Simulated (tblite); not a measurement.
Species: C5H6NOSe (doublet state).
Numbering: `[O:1]=[CH:2][NH:3][C:4]1=[CH:5][CH:6][CH2:7][Se:8]1` (hydrogens: H9 on C2; H10 on N3; H11 on C5; H12 on C6; H13, H14 on C7)
Bond orders are those of one Lewis drawing.

Computed with GFN2-xTB (tblite), gas phase: L-BFGS steps from a force-field or distance-geometry start until the largest atomic force falls under 0.01 eV/Å.

Geometry at step 26:
```
atom  x, y, z in Å
O1      1.8810    2.2197   -0.2317
C2      2.4273    1.2094    0.1759
N3      1.7865    0.0293    0.3200
C4      0.4443   -0.0697    0.0269
C5     -0.2880   -1.2553   -0.1110
C6     -1.6277   -1.1134   -0.2789
C7     -2.1601    0.2671   -0.1819
Se8    -0.5951    1.4943   -0.1944
H9      3.4898    1.1650    0.4471
H10     2.2634   -0.7418    0.7683
H11     0.2090   -2.2130   -0.1301
H12    -2.3022   -1.9314   -0.4397
H13    -2.8459    0.5225   -0.9900
H14    -2.6831    0.4168    0.7676
```

Question: What forces act on the atoms?

Answer: 
| atom | Fx (eV/Å) | Fy (eV/Å) | Fz (eV/Å) |
| --- | --- | --- | --- |
| O1 | 0.070 | 0.039 | 0.013 |
| C2 | 0.024 | -0.014 | 0.016 |
| N3 | -0.030 | 0.055 | 0.008 |
| C4 | -0.003 | 0.059 | 0.012 |
| C5 | 0.031 | 0.044 | 0.030 |
| C6 | 0.081 | 0.031 | 0.023 |
| C7 | 0.038 | 0.096 | -0.015 |
| Se8 | 0.021 | -0.177 | 0.028 |
| H9 | 0.011 | 0.065 | 0.038 |
| H10 | -0.079 | -0.100 | -0.196 |
| H11 | 0.005 | 0.002 | 0.095 |
| H12 | -0.061 | -0.100 | -0.023 |
| H13 | -0.035 | -0.016 | -0.010 |
| H14 | -0.072 | 0.017 | -0.018 |

The largest, 0.23 eV/Å, acts on H10; the rms over all components is 0.062 eV/Å. The forces sum to zero within rounding, as they must for an isolated molecule in no field.

Question: Give the force on H10 in Eh/bohr and in nN.

Answer: 0.234 eV/Å ÷ 51.422 = 0.00455 Eh/bohr, and 0.234 eV/Å × 1.602 = 0.37 nN.

Question: How far is this geometry from the end of the optimisation?

Answer: 0.073 eV above it, and 0.228 Å rms away after alignment. The bonds farthest from their final lengths, with half the difference of the two atoms' forces along the bond (positive lengthens):

```
  bond  now (Å)  final (Å)  force along bond (eV/Å)
C4–Se8    1.891      1.879                    -0.11
C6–H12    1.072      1.076                    +0.10
C7–Se8    1.989      1.985                    -0.09
 C6–C7    1.483      1.486                    +0.04
C7–H13    1.090      1.093                    +0.01
 N3–C4    1.377      1.374                    -0.01
```

The angle farthest from its final value is Se8–C7–H14, 107.3° against 109.4°.

What follows is the cost of the whole relaxation. The run took 0.4 s of wall time on one thread of an Arm Neoverse V2 (shared host).
